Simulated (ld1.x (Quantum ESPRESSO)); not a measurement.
## What one change does to a pseudopotential (Ta (Z = 73), ultrasoft)

ld1.x (Quantum ESPRESSO) 7.5 input, shortened:

```
&input
   title='Ta', zed=73., rel=1, dft='WC', iswitch=3,
   config='[Xe] 4f14 5d3 6s1 6p1'
 /
 &inputp
   pseudotype=3, tm=.true., lloc=-2, rcloc=2.50,
   nlcc=.true., new_core_ps=.true., rcore=1.05,
   which_augfun='PSQ', rmatch_augfun=1.80
 /
6
6S  1  0   1.00   0.00  1.95  2.65  0.0
6S  1  0   0.00   2.10  1.95  2.65  0.0
6P  2  1   1.00   0.00  3.00  3.90  0.0
6P  2  1   0.00   0.40  3.00  3.90  0.0
5D  3  2   3.00   0.00  1.65  1.95  0.0
5D  3  2   0.00   1.05  1.65  1.95  0.0
 &test
   configts(1)='5d3 6s1 6p1'
 /
```

All-electron outer shells of the reference configuration (Wu–Cohen, scalar-relativistic, ld1.x):

```json
{"shell": "5p", "level (eV)": "-40.92", "outermost node (bohr)": "0.58", "outermost maximum (bohr)": "1.13"}
{"shell": "4f", "level (eV)": "-26.23", "outermost node (bohr)": "–", "outermost maximum (bohr)": "0.44"}
{"shell": "6s", "level (eV)": "-6.45", "outermost node (bohr)": "1.32", "outermost maximum (bohr)": "2.71"}
{"shell": "5d", "level (eV)": "-4.92", "outermost node (bohr)": "0.65", "outermost maximum (bohr)": "1.58"}
{"shell": "6p", "level (eV)": "-2.08", "outermost node (bohr)": "1.59", "outermost maximum (bohr)": "3.75"}
```

Change: augmentation PSQ, inside the norm-conserving radii.

Cutoffs: the cutoffs (Ry, on a coarse ladder) from which the occupation-weighted sum of valence levels, in a spherical-Bessel basis at the reference potential, stays within 10 and 1 mRy of its value at 400 Ry; they do not see the model core or the augmentation charge, which bear on the density cutoff. Errors are all-electron minus pseudo energies relative to the spin-unpolarised reference configuration.

Question: How do hardness, ghosts and transferability respond?

Answer: The potential gets neither clearly harder nor softer (25 Ry and 30 Ry → 25 Ry and 30 Ry); of the 7 tests that both files solve, the error grows in 4 and shrinks in 1 by more than 15 % and 0.3 meV (median size 11.1 → 14.6 meV); neither file shows a bound ghost.

```tsv
quantity	base	changed
cutoff, loose	25 Ry	25 Ry
cutoff, tight	30 Ry	30 Ry
bound ghosts	none	none
error for 5d3 6s2 6p0, meV [ΔE -4.26 eV]	-2.9	-6.5
error for 5d3 6s1 6p0, meV [ΔE 4.26 eV]	-2.8	-4.5
error for 5d3 6s0 6p0, meV [ΔE 19.23 eV]	-31	-30
error for 5d1 6s0 6p0, meV [ΔE 77.88 eV]	-1163	-980
error for 5d3 6s0 6p1, meV [ΔE 9.43 eV]	-11	-15
error for 5d3 6s1.5 6p0, meV [ΔE -0.77 eV]	-1.9	-4.7
error for 5d2 6s2 6p1, meV [ΔE -1.21 eV]	-35	-38
s: phases at 4.22 bohr within 0.05 rad from the reference energy up to (Ry; the scan ends near 5)	4.4	4.4
p: phases at 4.22 bohr within 0.05 rad from the reference energy up to (Ry; the scan ends near 5)	1.6	1.6
d: phases at 4.22 bohr within 0.05 rad from the reference energy up to (Ry; the scan ends near 5)	to the end of the scan	to the end of the scan
lowest overlap eigenvalue by channel	s 0.65, p 0.54, d 0.96	s 0.65, p 0.54, d 0.96
```
